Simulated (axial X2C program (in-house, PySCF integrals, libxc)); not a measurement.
Potential curves of CuN⁺, with spin–orbit coupling

Computed with an in-house all-electron X2C program for linear molecules (integrals from PySCF). Two-component (2c) means X2C with spin–orbit coupling and atomic mean-field two-electron Coulomb and Gaunt terms. Basis: Cu dyall-cv3z [9s9p6d3f2g], N dyall-av3z [7s7p3d2f] (cores contracted in-house); Gaussian nuclei, density fitting, unrestricted open shells. Masses: Cu 62.930 u, N 14.003 u.

State: Ω = 3/2 (⟨Sz⟩ = 1.50, ⟨Lz⟩ = 0.00 at PBE0). Energies in kJ/mol from the fragments at the same level (Cu+ + N). Fits are polynomials in 1 − R0/R over 0.85 to 1.23 times the lowest point R0.

```csv
R (Å),PBE0,MP2,PW91
1.5851,-53.22,-6.11,-129.76
1.6580,-79.75,-31.94,-152.05
1.7127,-90.50,-43.49,-159.44
1.7673,-95.75,-50.46,-161.22
1.8220,-97.07,-54.25,-159.01
1.8858,-95.21,-55.87,-152.98
1.9495,-91.04,-55.48,-144.58
2.0315,-83.83,-53.16,-131.90
2.1317,-74.04,-48.81,-115.49
2.2775,-60.41,-41.41,-92.78
```

Correlated methods: 15 electrons correlated (number of frozen shells: Cu 3 s, 2 p; N 1 s), 249 virtual spin orbitals or spinors in MP2.

The state is a single determinant with fixed occupations, the lowest that a limited PBE0 search found. Dissociation energies refer to the lowest single-determinant-based atoms at the same level and basis. Density functionals use the spin component along the axis (collinear). With several unpaired electrons one determinant need not be a pure state. This is the top spin component of a Σ state; components of lower Ω are not single determinants and can lie lower. MP2 and coupled cluster on one determinant become unreliable at the stretched end.

Fit the PBE0 curve near its minimum: give the equilibrium distance, the harmonic wavenumber and the well depth.

At PBE0, 2c: Re = 1.818 Å, ωe ≈ 480 cm⁻¹, De = 1.01 eV to Cu+ + N; Be follows as 0.446 cm⁻¹.

Fit the MP2 curve near its minimum: give the equilibrium distance, the harmonic wavenumber and the well depth.

At MP2, 2c: Re = 1.902 Å, ωe ≈ 327 cm⁻¹, De = 0.58 eV to Cu+ + N; Be follows as 0.407 cm⁻¹.

Fit the PW91 curve near its minimum: give the equilibrium distance, the harmonic wavenumber and the well depth.

At PW91, 2c: Re = 1.761 Å, ωe ≈ 582 cm⁻¹, De = 1.67 eV to Cu+ + N; Be follows as 0.474 cm⁻¹.
